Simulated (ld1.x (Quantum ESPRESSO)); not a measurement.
**Which change was made? (In, TM)**

| Item | Value |
| --- | --- |
| Element | In |
| Generator | ld1.x (Quantum ESPRESSO) 7.5 |
| Type | norm-conserving Troullier–Martins (Kleinman–Bylander form) |
| Functional | LDA (PZ) |
| Relativity | scalar-relativistic |
| Frozen core | [Kr] |
| Valence charge | 13 |
| Reference configuration | 4d10 5s2 5p1 |
| Partial waves | 5s (bound): rc 2.30 bohr; 5p (bound): rc 2.00 bohr; 4d (bound): rc 1.40 bohr |
| Local potential | all-electron potential smoothed inside 1.50 bohr (lloc = -1) |
| Core correction | Bessel-smoothed model core inside 1.15 bohr |

Cutoffs, loose and tight: the cutoffs (Ry, on a coarse ladder) from which the occupation-weighted sum of valence levels, in a spherical-Bessel basis at the reference potential, stays within 10 and 1 mRy of its value at 400 Ry. They do not see the model core or the augmentation charge, which bear on the density cutoff. Test errors are all-electron minus pseudo excitation energies from the reference, over the configurations 4d10 5s2 5p0; 4d10 5s1 5p0; 4d10 5s0 5p0; 4d9 5s0 5p0; 4d9 5s2 5p2; 4d10 5s1 5p2; 4d10 5s0 5p3 (two spin-polarised tests are not counted in the largest error); variants that change the core or the reference have their own tests. The largest error is taken over the tests solved by every variant that gives reliable tests at all, those not shown here included: 4d10 5s0 5p0; 4d10 5s1 5p0; 4d10 5s1 5p2; 4d10 5s2 5p0; 4d9 5s0 5p0.

The base gives: outcome: generated; cutoff, loose: 90 Ry; cutoff, tight: 140 Ry; bound ghosts: s, p; largest test error (meV): -87.

Task: After one change the result is: outcome: generated; cutoff, loose: 110 Ry; cutoff, tight: 140 Ry; bound ghosts: s, p; largest test error (meV): -85. Which change was it?
A. all radii but the core radius scaled by about 1.16 (s 2.68, p 2.32, d 1.62 bohr); local potential all-electron potential smoothed inside 1.74 bohr (lloc = -1)
B. wave 4d (bound): rc 1.40 bohr becomes 4d (bound): rc 0.98 bohr
C. core [Ar] 3d10, valence charge 21; reference 4s2 4p6 4d10 5s2 5p1; waves now 4s (bound): rc 1.20 bohr; 4p (bound): rc 1.55 bohr; 4d (bound): rc 1.00 bohr; local potential the d channel; core correction none

Result: B. The others give: all radii but the core radius scaled by about 1.16 (s 2.68, p 2.32, d 1.62 bohr); local potential all-electron potential smoothed inside 1.74 bohr (lloc = -1) → outcome: generated; cutoff, loose: 80 Ry; cutoff, tight: 120 Ry; bound ghosts: s; largest test error (meV): -234 | core [Ar] 3d10, valence charge 21; reference 4s2 4p6 4d10 5s2 5p1; waves now 4s (bound): rc 1.20 bohr; 4p (bound): rc 1.55 bohr; 4d (bound): rc 1.00 bohr; local potential the d channel; core correction none → outcome: generated, misses its reference levels by 0.56 eV; cutoff, loose: 120 Ry; cutoff, tight: 200 Ry; bound ghosts: none; largest test error (meV): -2236.
